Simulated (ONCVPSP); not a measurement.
# u(r) = r·R(r): atom against pseudo-atom (boron)

Columns: radius, all-electron u(r) and pseudo u(r) of the 2p shell (level -8.01 eV) of boron in the configuration [He] 2s2 2p0.5; PBEsol, scalar-relativistic, ONCV scheme, ONCVPSP 4.0.1.

```tsv
r (bohr)	all-electron	pseudo
0.163	0.0693	0.0205
0.325	0.1966	0.0789
0.488	0.3258	0.1686
0.650	0.4361	0.2778
0.813	0.5242	0.3949
0.975	0.5905	0.5057
1.138	0.6356	0.6006
1.300	0.6613	0.6710
1.463	0.6709	0.7142
1.625	0.6674	0.7300
1.788	0.6535	0.7219
1.950	0.6320	0.6951
2.113	0.6047	0.6554
2.275	0.5738	0.6093
2.438	0.5403	0.5615
2.600	0.5057	0.5161
2.763	0.4707	0.4745
2.925	0.4364	0.4373
3.088	0.4029	0.4029
3.250	0.3709	0.3709
3.413	0.3404	0.3404
3.575	0.3119	0.3119
3.738	0.2850	0.2850
3.900	0.2601	0.2601
4.063	0.2369	0.2369
4.225	0.2156	0.2156
```

**Question.** How many radial nodes do the two functions have?

**Answer.** The all-electron 2p function has n − l − 1 = 0; the pseudo-wave has 0.

**Question.** At about which radius was the pseudo-wave matched?

**Answer.** 3.25 bohr, where the columns begin to agree (steps of 0.16 bohr).

**Question.** Where does each function peak?

**Answer.** Outermost all-electron maximum near 1.46 bohr, pseudo maximum near 1.62 bohr (to the table’s step).

**Question.** Is the pseudo-wave norm-conserving?

**Answer.** Yes: the ONCV scheme keeps the norm inside the radius equal to the all-electron one, which fixes the energy derivative of the logarithmic derivative at the level.
